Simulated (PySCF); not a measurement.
Isomers of CH4OSi. Isolated molecules, 0 K electronic values unless said otherwise. One relaxed conformer stands for each flexible species; it need not be the lowest. Strings in code marks are SMILES.

Calculation: PySCF with B3LYP-D3(BJ)/def2-TZVP. B3LYP has the VWN-RPA correlation part, as in Gaussian. Excitations are Tamm–Dancoff values on a coarser integration grid. The basis has no diffuse functions, so Rydberg states are missing or too high.

```
species                           HOMO (eV)  S1 oscillator strength  dipole moment (D)  S1 excitation (TDA) (eV)  brightest of the four lowest singlets (TDA) (eV)
--------------------------------  ---------  ----------------------  -----------------  ------------------------  ------------------------------------------------
`O=C[SiH3]`                           -6.95                   0.001               2.20                      3.28                                              6.21
`C1O[SiH2]1`                          -7.49                   0.006               1.89                      5.93                                              6.09
`C[SiH]=O`                            -7.63                   0.000               4.39                      4.38                                              6.27
`O[SiH]=C` (C–Si–O–H torsion 0°)      -5.98                   0.019                  –                      4.77                                              5.74
```
